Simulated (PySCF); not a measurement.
**How a change of structure moves an absorption spectrum**

Method used: TDDFT PBE0/def2-SVPD, vertical, gas phase, core orbitals frozen in the response, def2 core potentials past Kr in PySCF. Geometries: PBE0-D3(BJ)/def2-SVP; one conformer of each isolated species. Triplets are in the Tamm–Dancoff approximation. Atoms past krypton carry core potentials; spin–orbit coupling is left out. Ions are computed without counter-ions or solvent.

Parent: [MoO3Cl]- (`[O]=[Mo-](=[O])(=[O])[Cl]`), with lowest singlet excitation energy 4.85 eV, lowest triplet energy 4.52 eV, HOMO–LUMO gap 6.84 eV, LUMO energy 3.01 eV. Its spectrum: 4.85 eV (f 0.001 summed over 2 states); 5.17 eV (f 0.000); 5.18 eV (f 0.010); 5.34 eV (f 0.011 summed over 2 states); 5.46 eV (f 0.000).

Question: Order the derivatives by their lowest singlet excitation, lowest first, with the shift from the parent.
A. ligand: Cl to F: `[O]=[Mo-](=[O])(=[O])[F]`
B. ligand: Cl to OH: `[O]=[Mo-](=[O])(=[O])[OH]`
C. ligand: Cl to Br: `[O]=[Mo-](=[O])(=[O])[Br]`

Answer: C (shift -0.05 eV), B (shift +0.16 eV), A (shift +0.24 eV).

```json
{"change": "ligand: Cl to F", "SMILES": "[O]=[Mo-](=[O])(=[O])[F]", "Δ S1 (eV)": "+0.24", "Δ T1 (eV)": "+0.23", "Δ gap (eV)": "+0.24", "Δ LUMO (eV)": "+0.56"}
{"change": "ligand: Cl to OH", "SMILES": "[O]=[Mo-](=[O])(=[O])[OH]", "Δ S1 (eV)": "+0.16", "Δ T1 (eV)": "+0.13", "Δ gap (eV)": "-0.10", "Δ LUMO (eV)": "+0.45"}
{"change": "ligand: Cl to Br", "SMILES": "[O]=[Mo-](=[O])(=[O])[Br]", "Δ S1 (eV)": "-0.05", "Δ T1 (eV)": "-0.05", "Δ gap (eV)": "-0.05", "Δ LUMO (eV)": "-0.13"}
```

S1 falls most with ligand: Cl to Br (-0.05 eV), and it rises most with ligand: Cl to F (+0.24 eV). S1 is simply the lowest singlet of each species and needn't be the same kind of state throughout.

Lowest levels of each derivative:
- `[O]=[Mo-](=[O])(=[O])[F]`: 5.09 eV (f 0.001 summed over 2 states); 5.43 eV (f 0.005); 5.43 eV (f 0.000)
- `[O]=[Mo-](=[O])(=[O])[OH]`: 5.00 eV (f 0.001); 5.11 eV (f 0.000); 5.37 eV (f 0.003)
- `[O]=[Mo-](=[O])(=[O])[Br]`: 4.80 eV (f 0.001 summed over 2 states); 5.09 eV (f 0.000); 5.12 eV (f 0.014)
